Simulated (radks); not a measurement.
Values are calculated unless marked as measured or tabulated.
Question: The mean radii <r> (bohr) of the occupied orbitals of an atom or ion are listed with their occupations. Code: a radial shooting solver on a logarithmic mesh with Libxc functionals. Model: Dirac Kohn-Sham, PBEsol, spin-unpolarised, spherical densities, finite nucleus; Fermi nuclear charge, rms radius of each element as measured or else 0.836 A^(1/3) + 0.57 fm.

| orbital | occ. | <r> |
|---|---|---|
| 1s1/2 | 2 | 0.01688 |
| 2s1/2 | 2 | 0.07048 |
| 2p1/2 | 2 | 0.05798 |
| 2p3/2 | 4 | 0.06653 |
| 3s1/2 | 2 | 0.1832 |
| 3p1/2 | 2 | 0.1735 |
| 3p3/2 | 4 | 0.1891 |
| 3d3/2 | 4 | 0.1646 |
| 3d5/2 | 6 | 0.1694 |
| 4s1/2 | 2 | 0.4033 |
| 4p1/2 | 2 | 0.4048 |
| 4p3/2 | 4 | 0.4369 |
| 4d3/2 | 4 | 0.4409 |
| 4d5/2 | 6 | 0.4508 |
| 4f5/2 | 6 | 0.4555 |
| 4f7/2 | 6 | 0.4604 |
| 5s1/2 | 2 | 0.8172 |

Name the element and its charge. Open shells, if any, fill j = l - 1/2 first.

Answer: Z = 79, gold, charge +19: Au19+ in [Kr] 4d10 4f12 5s2. The 1s radius gives Z: for a bare nucleus <r> = (2 gamma + 1)/(2Z) with gamma = sqrt(1 - (Z/c)^2), 0.01667 bohr for Z = 79, and screening makes it slightly larger (0.01688 here). The occupations add up to 60, and the charge is Z minus that.
